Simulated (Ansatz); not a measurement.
Ansatz (a first-principles code) input (wB97X/def2-TZVPD):

Ansatz 0.2 input:
```yaml
crystal:
  periodic: [false, false, false]
  atoms:
    - {symbol: C, position_ang: [-2.40558429, 0.03870826, -0.03215864]}
    - {symbol: Ge, position_ang: [-0.46040582, 0.00740839, -0.00615486]}
    - {symbol: Br, position_ang: [0.34543975, -1.75378703, -1.27662644]}
    - {symbol: Br, position_ang: [0.32385065, -0.24105712, 2.15913984]}
    - {symbol: Br, position_ang: [0.40002239, 1.97763783, -0.86821848]}
    - {symbol: H, position_ang: [-2.74791903, 0.87602259, 0.57288003]}
    - {symbol: H, position_ang: [-2.73764695, 0.15626685, -1.06185495]}
    - {symbol: H, position_ang: [-2.77388941, -0.89938652, 0.37855983]}
basis:
  gaussian:
    orbitals: def2-TZVPD
hamiltonian:
  xc: {name: wB97X}
total_charge: -1
magnetization: {spin_polarized: true, initial_magnetization: 1}
```

Output:

```
Functional definition: wB97X
integrals: 0.62 GiB planned
2088 factors; their error is unknown
integrals: 0.67 GiB planned
436 factors; integrals over basis functions are off by at most 3.3e-5 eV
0.48 GiB of the device are held for the grids
4.94 GiB of device memory are held for the factors and their scratch space
mean field: 3.05 GiB planned
mean field evaluation 1: about -267747.5172 eV, gradient 2.8e1 eV
mean field evaluation 2: about -267748.2960 eV, gradient 2.7e1 eV
mean field evaluation 4: about -267750.6908 eV, gradient 1.1e0 eV
mean field evaluation 8: about -267750.7215 eV, gradient 1.2e-1 eV
mean field evaluation 16: about -267751.4446 eV, gradient 1.5e-3 eV
mean field -267751.44459089 eV, -9839.6841002677 hartree, gradient 6.1e-5 eV, S^2 0.755601; 0 other end points of the search recorded, 0 dependent functions left out
reference -267751.44457322 eV, -9839.6840996185 hartree; 74, 73 occupied and 215, 216 virtual orbitals, 2088 factors
Total energy: -267751.44457322 eV, -9839.6840996185 hartree
```

This state (charge -1, doublet) is run at the relaxed geometry of the species with charge 0 and multiplicity 1.
